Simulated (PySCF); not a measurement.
Electron correlation in Ce³⁹⁺ (cerium, charge +39)

[Ar] 3d1, 2D determinant. All numbers are calculated (PySCF 2.14, the non-relativistic Hamiltonian (point nucleus), in an uncontracted even-tempered set (16 s from 6.9 bohr⁻², ratio 2.5; 10 p from 9 bohr⁻², ratio 2.5; 7 d from 9 bohr⁻², ratio 2.5; 4 f from 31 bohr⁻², ratio 2.7; 3 g from 47 bohr⁻², ratio 2.7)). Frozen: [Ne]; 9 electrons correlated; the 23 highest virtual orbitals of each spin left out.

MP2 pair energies summed by pair of shells (mhartree):

| pair | energy | share (%) |
| --- | --- | --- |
| 3p-3p | -355.62 | 71.8 |
| 3p-3d | -57.13 | 11.5 |
| 3s-3p | -55.96 | 11.3 |
| 3s-3s | -15.37 | 3.1 |
| 3s-3d | -11.42 | 2.3 |

Total MP2 correlation energy: -495.51 mhartree.

At this charge a non-relativistic calculation is a model, useful for the Z dependence of the correlation energy.
